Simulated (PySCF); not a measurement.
## Radial density of P⁺ (phosphorus, charge +1)

B3LYP, [Ne] 3s2 3p2, high-spin 3P determinant. Computed with PySCF 2.14 in cc-pV(D+d)Z, with no relativity, point nucleus.

| r (bohr) | 4πr²ρ (e/bohr) | 4πr²(ρα − ρβ) |
| --- | --- | --- |
| 0.00147 | 0.05680 | 0.0000 |
| 0.00247 | 0.1564 | 0.0000 |
| 0.00416 | 0.4197 | 0.0000 |
| 0.00700 | 1.092 | 0.0001 |
| 0.0118 | 2.676 | 0.0002 |
| 0.0198 | 5.962 | 0.0006 |
| 0.0333 | 11.28 | 0.0019 |
| 0.0560 | 16.37 | 0.0079 |
| 0.0942 | 15.82 | 0.0331 |
| 0.159 | 11.05 | 0.1099 |
| 0.267 | 13.62 | 0.2050 |
| 0.448 | 15.00 | 0.1107 |
| 0.754 | 5.421 | 0.0435 |
| 1.27 | 2.264 | 0.7728 |
| 2.13 | 1.856 | 0.9617 |
| 3.59 | 0.2659 | 0.1797 |
| 6.04 | 0.004298 | 0.0038 |
